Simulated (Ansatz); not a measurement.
ClH5O4Si2, SMILES `O[SiH](O)O[SiH](O)Cl`. Charge 0, multiplicity 1.

```xyz
12

O     2.256    1.567    0.211
Si    1.360    0.252    0.529
O     0.715    0.405    2.019
O     0.151    0.073   -0.567
Si   -1.401   -0.241   -0.869
O    -1.599   -1.322   -2.059
Cl   -2.222   -0.970    0.888
H     1.935    2.417    0.515
H     2.257   -0.906    0.387
H    -0.114   -0.049    2.191
H    -2.143    0.963   -1.261
H    -1.196   -2.189   -1.986
```

Q: Give the diagnostics of a CCSD(T)/def2-TZVPP run (frozen core, Ansatz 0.2.0). (Best estimate.)

A: Computed: T1 = 0.0114, largest single amplitude 0.011, largest double 0.009, (T) share of the correlation energy 3.5 %, 9 CCSD cycles. The RHF solution is stable towards an unrestricted one. T1 lies under the customary mark of 0.02 for closed shells.
